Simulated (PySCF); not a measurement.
AlH₄O₂Si, H₅OSi₂ (calculated)

Calculation on a computer-drawn molecule: the log of a Hartree-Fock and frozen-core CCSD(T) single point meant for a local Hartree-Fock minimum, with one planted fault or none, to be diagnosed. Offsets are logged minus clean, where the clean run is the same molecule without the fault. The reference is restricted for singlets and unrestricted otherwise, and also for a bond in bohr or an excited solution. Adding or removing an electron swaps singlet and doublet. The excited solution moves the top pair (singlet) or top alpha electron (doublet) to the lowest empty orbital. Highest occupied and lowest empty are orbital energies over both spins, largest force is the largest gradient component, triples share is (T) over the correlation energy, the T1 limit is 0.02 restricted and 0.045 unrestricted, electrons count all cores, a negative frequency is imaginary (commonest isotopes), and the dipole is about the centre of nuclear charge. Program: PySCF 2.14.0.

Common to all runs: meant basis cc-pV(D+d)Z; logged SCF converged yes; logged CC converged yes; logged SCF stable within its kind yes; possible faults no fault, one electron removed, one electron added, multiplicity raised by two, geometry at a saddle point, SCF held on an excited solution, minimal basis STO-3G, one bond length entered in bohr, all coordinates scaled.

```yaml
- entry: 1
  formula: AlH4O2Si
  logged_structure:
    atoms_angstrom:
      - [O, 0.3288, 0.879, -2.3552]
      - [Si, -0.3647, 1.4798, -0.9863]
      - [O, 0.3776, 0.7838, 0.2714]
      - [Al, 1.2603, -0.2667, 1.2668]
      - [H, 0.0457, 1.2042, -3.196]
      - [H, -0.1964, 2.9472, -0.937]
      - [H, -1.8088, 1.1632, -0.9664]
      - [H, 2.1852, 0.4093, 2.3752]
  given:
    meant_charge: 0
    meant_multiplicity: 2
    logged_electrons: 47
    logged_basis_functions: 32
    logged_spin_squared: 0.7603
    "logged_highest_occupied [eV]": -4.3149
    "logged_lowest_empty [eV]": 7.6642
    "logged_largest_force [hartree/bohr]": 0.033626
    logged_T1_diagnostic: 0.017844
    logged_D1_diagnostic: 0.069989
    logged_triples_share: 0.037447
    "logged_dipole_magnitude [debye]": 1.3742
    "logged_energy_HF [hartree]": -674.62683
    "logged_energy_CCSD(T) [hartree]": -674.7912
    drawn_bonds_atom: [1, 2, 3, 1, 2, 2, 4]
    drawn_bonds_other_atom: [2, 3, 4, 5, 6, 7, 8]
    drawn_bonds_order: [1, 1, 1, 1, 1, 1, 1]
  results:
    planted_fault: "minimal basis STO-3G"
    "HF_energy_offset_from_clean_run [kcal/mol]": 5277
    "CCSD(T)_energy_offset_from_clean_run [kcal/mol]": 5523
- entry: 2
  formula: H5OSi2
  logged_structure:
    atoms_angstrom:
      - [O, 0.323, 1.3111, -0.8745]
      - [Si, 0.8978, 0.1214, 0.0812]
      - [Si, -0.7749, 0.5881, 1.7527]
      - [H, 0.6651, 1.5575, -1.7259]
      - [H, 2.2172, 0.355, 0.6737]
      - [H, 0.6943, -1.2463, -0.4033]
      - [H, -2.1316, 0.0245, 1.7256]
      - [H, -0.6111, 1.5911, 2.8141]
  given:
    meant_charge: 1
    meant_multiplicity: 1
    logged_electrons: 39
    logged_basis_functions: 85
    logged_spin_squared: 0.7667
    "logged_highest_occupied [eV]": -23.263
    "logged_lowest_empty [eV]": -15.036
    "logged_largest_force [hartree/bohr]": 0.089415
    logged_T1_diagnostic: 0.036987
    logged_D1_diagnostic: 0.20196
    logged_triples_share: 0.026211
    "logged_dipole_magnitude [debye]": 4.596
    "logged_energy_HF [hartree]": -654.80382
    "logged_energy_CCSD(T) [hartree]": -655.20382
    drawn_bonds_atom: [1, 2, 1, 2, 2, 3, 3]
    drawn_bonds_other_atom: [2, 3, 4, 5, 6, 7, 8]
    drawn_bonds_order: [1, 1, 1, 1, 1, 1, 1]
  results: {}
```

To be estimated
1. Give the missing planted fault for H₅OSi₂ (entry 2).

## Answers
1. one electron removed

Further results for H₅OSi₂ (entry 2):

| Item | Value |
| --- | --- |
| HF energy offset from clean run | 368.1 kcal/mol |
| CCSD(T) energy offset from clean run | 376.1 kcal/mol |
